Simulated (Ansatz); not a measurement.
Consider the ligand exchange at a Bi–C bond: `[CH3][Bi]([CH3])[F]` + HCl → `[CH3][Bi]([F])[Cl]` + CH₄.

Calculated with Ansatz (gas phase, PBE0-D4/def2-TZVP geometries, no zero-point term in ΔE). CCSD(T)/CBS adds triple-zeta CCSD(T) − MP2 to the extrapolated MP2 energy (def2 sets, frozen cores). This one scheme is used for every species. Functionals use def2-TZVPP. B3LYP here is the variant with VWN-RPA as its local correlation; programs differ in this. HSE06 is defined as in plane-wave codes. Elements past krypton have def2 core potentials. For Bi outer-core shells are correlated without core-valence functions, which leaves a few kJ/mol of doubt a bond.

(1) Is it downhill or uphill in electronic energy at CCSD(T)/CBS, and by how much? (An estimate is asked.)

(2) What do these levels give: B97M-V, B3LYP-D4, r2SCANh-D4, ωB97M-V, PBE-QIDH, BLYP, PBE0, HSE06, HF/def2-SVP, MP2/def2-SVP, HF/CBS(def2), MP2/CBS(def2)? (Best estimate.)

Largest T1 diagnostic among the species: 0.014.

## Answers

(1) The calculation gave: Downhill: ΔE = -122.1 kJ/mol.

(2) Computed: B97M-V -141.3, B3LYP-D4 -131.8, r2SCANh-D4 -130.9, ωB97M-V -124.8, PBE-QIDH -123.2, BLYP -135.4, PBE0 -127.6, HSE06 -127.6, HF/def2-SVP -136.5, MP2/def2-SVP -118.2, HF/CBS(def2) -138.1, MP2/CBS(def2) -125.8 kJ/mol.

Leaving LDA and LC-ωPBE aside and taking each functional with its dispersion term where it has one, the values spread over 18.1 kJ/mol, from B97M-V to PBE-QIDH. LDA lies +8.4 kJ/mol from PBE without D4. In def2-TZVPP, CCSD(T) changes the Hartree–Fock value by +21.7 kJ/mol (the triples alone add +1.3 kJ/mol) and MP2 by +18.0 kJ/mol.
